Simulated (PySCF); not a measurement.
**Spin–spin couplings to the heavy atom in SMILES B[NH][SnH3], BH$_{6}$NSn**

Cartesian coordinates in Å; atom numbers follow the order of the lines, from 1:
```xyz
9

B    -1.642   -0.155   -0.007
N    -0.389   -0.231   -0.613
Sn    1.396    0.341    0.249
H    -2.629   -0.518   -0.613
H    -1.735    0.274    1.125
H    -0.344   -0.595   -1.561
H     2.477   -0.983    0.128
H     2.006    1.683   -0.625
H     1.017    0.734    1.863
```

[PySCF 2.14 with density-fitted X2C routines: indirect couplings; PBE0/pcJ-1 (dyall-v2z on Sn), gas phase, finite nuclei, PBE0-D3(BJ)/def2-SVP geometry]

Non-relativistic values:
```json
{"coupling": "1J(119Sn,15N)", "atoms": "Sn3 – N2", "J (Hz)": "56.6"}
{"coupling": "1J(119Sn,1H)", "atoms": "Sn3 – H7/H8/H9", "J (Hz)": "-1597.6"}
{"coupling": "2J(119Sn,11B)", "atoms": "Sn3 – B1", "J (Hz)": "0.8"}
{"coupling": "2J(119Sn,1H)", "atoms": "Sn3 – H6", "J (Hz)": "-39.3"}
{"coupling": "3J(119Sn,1H)", "atoms": "Sn3 – H4/H5", "J (Hz)": "-84.0"}
```

What do two-component X2C with spin–orbit coupling give?

## Answers


```
     coupling           atoms  with spin–orbit (Hz)
1J(119Sn,15N)        Sn3 – N2                  30.6
 1J(119Sn,1H)  Sn3 – H7/H8/H9               -2104.9
2J(119Sn,11B)        Sn3 – B1                   2.6
 2J(119Sn,1H)        Sn3 – H6                 -62.0
 3J(119Sn,1H)     Sn3 – H4/H5                -124.8
```

The largest listed coupling, 1J(119Sn,1H), ends at 1.32 times its non-relativistic value. Equivalent partners are averaged, as under fast rotation. In the static structure 3J(119Sn,1H) spreads over -166.3, -83.4 Hz.
